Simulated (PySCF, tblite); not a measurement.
Isomers of C3H10OSSi3, one GFN2-xTB conformer each. Single-point energies are computed at PBE0/pcSseg-1 (PySCF, gas phase, no added dispersion term), electronic only.

```tsv
SMILES	GFN2-xTB relative energy (kJ/mol)
CC(=O)[SiH2][C@H]1[SiH2][SiH2]S1	0.0
CC(=O)[Si@@H]1[SiH2]S[C@H]1[SiH3]	12.5
```

Conformers: `[CH3:1][C:2](=[O:3])[SiH2:4][C@H:5]1[SiH2:6][SiH2:7][S:8]1` with C1–C2–Si4–C5 162°, C2–Si4–C5–Si6 44°, Si4–C5–Si6–Si7 133°, C5–Si6–Si7–S8 -7°, Si6–Si7–S8–C5 7°, Si4–C5–S8–Si7 -135°; `[CH3:1][C:2](=[O:3])[Si@@H:4]1[SiH2:5][S:6][C@H:7]1[SiH3:8]` with C1–C2–Si4–Si5 166°, C2–Si4–Si5–S6 -117°, Si4–Si5–S6–C7 6°, Si5–S6–C7–Si8 -134°, C2–Si4–C7–S6 127°.

What does PBE0/pcSseg-1 give for the same structures?

| SMILES | PBE0/pcSseg-1 E (Eh) | PBE0/pcSseg-1 (kJ/mol) | GFN2-xTB (kJ/mol) | point group |
| --- | --- | --- | --- | --- |
| CC(=O)[SiH2][C@H]1[SiH2][SiH2]S1 | -1461.42852 | 0.0 | 0.0 | C1 |
| CC(=O)[Si@@H]1[SiH2]S[C@H]1[SiH3] | -1461.42622 | 6.0 | 12.5 | C1 |

Both levels put the same isomer lowest. Neighbours under 10 kJ/mol apart (CC(=O)[SiH2][C@H]1[SiH2][SiH2]S1 and CC(=O)[Si@@H]1[SiH2]S[C@H]1[SiH3]) can change places with a better method, another conformer or zero-point energy.

Which frontier levels, dipoles and rotational constants go with these structures?

| SMILES | HOMO (eV, PBE0/pcSseg-1) | LUMO (eV) | dipole (D) | A, B, C (MHz) |
| --- | --- | --- | --- | --- |
| CC(=O)[SiH2][C@H]1[SiH2][SiH2]S1 | -6.42 | -1.53 | 3.32 | 2131, 625.4, 504.4 |
| CC(=O)[Si@@H]1[SiH2]S[C@H]1[SiH3] | -6.82 | -1.58 | 2.56 | 1208, 797.4, 531.9 |

What happens when harmonic zero-point energies from GFN2-xTB frequencies are added?

```
                           SMILES  ZPE (kJ/mol)  electronic (kJ/mol)  with ZPE (kJ/mol)
 CC(=O)[SiH2][C@H]1[SiH2][SiH2]S1         297.4                  0.0                0.0
CC(=O)[Si@@H]1[SiH2]S[C@H]1[SiH3]         294.8                  6.0                3.5
```

The zero-point energies span 2.6 kJ/mol. The order is unchanged.
